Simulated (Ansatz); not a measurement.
Cost and result for the atomization energy of `NB1[SiH2]C1[AsH2]` (12 atoms, 12 bonds).

Cartesian coordinates in Å:
```
N 0.932 -1.579 1.152
B 0.614 -0.543 0.300
Si 0.674 0.478 -1.349
C 0.006 0.888 0.373
As -1.945 0.702 0.555
H 1.344 -2.439 0.833
H 0.770 -1.545 2.146
H -0.309 0.491 -2.459
H 1.952 1.134 -1.734
H 0.371 1.673 1.032
H -2.030 -0.666 -0.121
H -2.380 1.407 -0.730
```

The species carries charge 0 and has multiplicity 1. Correlated methods include outer-core shells of As, which these sets cover unevenly. Scalar relativity is left out up to krypton. All single points use the PBE0-D4/def2-TZVP geometry. It is one conformer, not always the lowest. Program: Ansatz. All runs use 4 threads of an Intel Xeon 6975P-C on a shared host. Times are those of one run each, without the atoms' runs, and a repeat can differ threefold. Electronic energies, without spin–orbit coupling; frozen cores. CCSD(T)/CBS adds CCSD(T) − MP2 in def2-TZVPP to the MP2 limit, and its time is that of the two runs behind it. T1 = 0.013. With those shells the extrapolation isn't a true limit. B3LYP takes the VWN-RPA correlation (the form of Gaussian; ORCA's B3LYP/G).

CCSD(T)/CBS is a level of theory with its own doubt, some kJ/mol a heavy atom from the limit and from the frozen cores, so smaller differences don't rank the functionals.

```tsv
level	functions	wall time	atomization (kcal/mol)	difference from CCSD(T)/CBS	per bond
PBE-D4/def2-TZVPP (with forces)	281	2 s	979.5	24.4	2.0
PBE0-D4/def2-TZVPP	281	2.5 s	962.9	7.8	0.6
r2SCAN-D4/def2-TZVPP (with forces)	281	3.4 s	963.1	8.0	0.7
B3LYP-D4/def2-TZVPP (with forces)	281	3.9 s	963.7	8.6	0.7
B2PLYP/def2-TZVPP	281	5 s	947.3	-7.8	-0.7
ωB97X-V/def2-TZVPP	281	6 s	967.3	12.2	1.0
ωB97M-V/def2-TZVPP (with forces)	281	8.5 s	962.7	7.6	0.6
MP2/def2-QZVPP	540	23 s	952.1	-3.0	-0.3
CCSD(T)/def2-TZVPP	281	80 s	928.7	-26.4	-2.2
CCSD(T)/CBS(def2)	–	100 s	955.1	0.0	0.0
```

In def2-TZVPP, CCSD(T) changes the Hartree–Fock value by +256.1 kcal/mol (the triples alone add +16.1 kcal/mol) and MP2 by +263.9 kcal/mol; breaking electron pairs costs correlation energy, which Hartree–Fock lacks. The D4 term adds +12.0 kcal/mol with B3LYP and +6.3 kcal/mol with PBE0; it sums over pairs of atoms, weighted by their polarisabilities, and B3LYP, whose exchange is more repulsive, gets the larger term. From PBE to PBE0 (25 % exact exchange), in def2-TZVPP and without D4, the atomization energy moves by −15.6 kcal/mol: exact exchange takes away binding that semilocal exchange gives to molecules.
